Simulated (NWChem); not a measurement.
# Correlation energy of F2Si

```
Si
F 1 1.6269
F 1 1.6269 2 100.02
```
Charge 0, spin multiplicity 1.

All runs are NWChem calculations. The geometry was optimised at PBE0/def2-SVP, a minimum by its harmonic frequencies.

Basis set: cc-pVTZ. Each correlation energy counts from its own Hartree-Fock reference.

The correlated methods keep 7 core orbitals frozen. The structure started from a generated list of species. No row is a measurement; the coupled-cluster row has its own basis-set and correlation limits.

Question: Order these methods by the correlation energy they give, lowest first: RI-MP2, SCS-MP2, CR-CCSD[T], CR-CCSD(T), CCSD.

Answer: CR-CCSD[T] (-625.8 mHa), CR-CCSD(T) (-624.7 mHa), CCSD (-609.4 mHa), RI-MP2 (-602.4 mHa), SCS-MP2 (-588.3 mHa)
